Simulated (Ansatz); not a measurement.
One change: `[F][SnH]([F])[F]` becomes `[F][SnH]([F])[I]`.

Ansatz, PBE0-D4/def2-TZVP geometries, multiplicity 1. 

Elements past krypton have def2 core potentials.

```json
{"property": "HOMO energy (ωB97M-V/def2-TZVPP) / eV", "`[F][SnH]([F])[F]`": "-13.38"}
{"property": "HOMO–LUMO gap (PBE0/def2-TZVPP) / eV", "`[F][SnH]([F])[F]`": "8.90"}
{"property": "size of the dipole moment (B3LYP/def2-TZVPP) / D", "`[F][SnH]([F])[F]`": "3.32"}
{"property": "HOMO energy (B3LYP/def2-TZVPP) / eV", "`[F][SnH]([F])[F]`": "-10.81"}
{"property": "LUMO energy (PBE/def2-TZVPP) / eV", "`[F][SnH]([F])[F]`": "-3.15"}
{"property": "size of the dipole moment (ωB97M-V/def2-TZVPP) / D", "`[F][SnH]([F])[F]`": "3.34"}
```

Give the same properties after the change, and the shifts. (An estimate is asked.)

Ansatz gave: 
| property | `[F][SnH]([F])[I]` | shift |
| --- | --- | --- |
| HOMO energy (ωB97M-V/def2-TZVPP) / eV | -10.63 | 2.75 |
| HOMO–LUMO gap (PBE0/def2-TZVPP) / eV | 6.05 | -2.85 |
| size of the dipole moment (B3LYP/def2-TZVPP) / D | 2.98 | -0.34 |
| HOMO energy (B3LYP/def2-TZVPP) / eV | -8.24 | 2.57 |
| LUMO energy (PBE/def2-TZVPP) / eV | -3.31 | -0.16 |
| size of the dipole moment (ωB97M-V/def2-TZVPP) / D | 2.97 | -0.37 |

With PBE0 the HOMO rises by 2.55 eV and the LUMO falls by 0.30 eV, so the gap narrows by about 2.85 eV. PBE moves the HOMO by 1.98 eV and ωB97M-V by 2.75 eV. Dipoles are sizes alone; their direction can turn.

B3LYP here is the variant with VWN-RPA as its local correlation; programs differ in this.

Spin–orbit coupling is left out; it splits and shifts lone-pair levels of the heavy atoms by tenths of an eV.
